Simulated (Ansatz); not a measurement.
Relaxation of CH₈N₂OZr (13 atoms, charge 0, multiplicity 1), to a largest force component of 0.03 eV/Å in at most 50 steps.

Theory: Ansatz, RKS BHLYP-D4/def2-SVP.

```xyz
13
Properties=species:S:1:pos:R:3
Zr 0.073 0.341 -0.293
O 1.533 -0.787 -1.645
C 0.105 -1.455 0.969
H 0.849 -1.841 0.272
N -1.839 0.665 -0.871
N 0.832 1.953 0.667
H 1.403 -1.714 -1.817
H 0.516 -1.451 1.981
H -0.790 -2.081 0.935
H -2.335 1.545 -0.820
H -2.461 -0.014 -1.290
H 1.812 2.113 0.860
H 0.301 2.723 1.051
```

Problem. Where does it end, and by what steps?

Solution. It converged. After 15 steps the energy has fallen by 1.300 eV; H4 moved furthest, 1.20 Å.

```
step  energy less start (eV)  largest force component (eV/Å)  accepted
   0                  0.0000                           2.380       yes
   1                 -0.7613                           1.091       yes
   2                 -0.9633                           0.745       yes
   3                 -1.0697                           0.729       yes
   4                 -1.1531                           0.363       yes
   5                 -1.2127                           0.460       yes
   6                 -1.2281                           0.704       yes
   7                 -1.2711                           0.266       yes
   8                 -1.2892                           0.114       yes
   9                 -1.2935                           0.066       yes
  10                 -1.2958                           0.258       yes
  11                 -1.2966                           0.175       yes
  12                 -1.2969                           0.162       yes
  13                 -1.2938                           0.477        no
  14                 -1.2999                           0.050       yes
  15                 -1.3000                           0.027       yes
```

```xyz
13
Properties=species:S:1:pos:R:3
Zr 0.152 0.145 -0.375
O 1.192 -0.557 -1.835
C 0.004 -1.482 1.173
H 0.997 -1.852 1.461
N -1.781 0.588 -0.861
N 1.026 1.741 0.542
H 1.591 -0.926 -2.612
H -0.491 -1.129 2.087
H -0.572 -2.343 0.810
H -2.296 1.428 -0.637
H -2.374 0.012 -1.444
H 1.875 2.227 0.292
H 0.676 2.150 1.399
```

Time of the run: 73 s on 4 threads of Arm Neoverse N1, with other jobs on the host, peak memory 0.32 GiB.
